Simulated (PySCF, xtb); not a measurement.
Os(CO)3 (C3O3Os), SMILES [O+]#[C-]->[Os](<-[C-]#[O+])<-[C-]#[O+], multiplicity 1.

Harmonic wavenumbers (cm⁻¹) from GFN2-xTB run with xtb at its own minimum, in rising order: 53, 66, 68, 233, 259, 315, 377, 378, 450, 538, 541, 555, 1994, 2025, 2118.

### Question
What does PBE0-D3(BJ)/def2-SVP run with PySCF give at its own minimum? (An estimate is asked for; the answer gives what the named calculation found.)

### Answer
61, 89, 103, 359, 375, 425, 454, 502, 553, 584, 592, 625, 2097, 2105, 2192. Paired by order, the mean absolute difference is 76 cm⁻¹ and the zero-point energies are 14.3 and 15.9 kcal/mol.
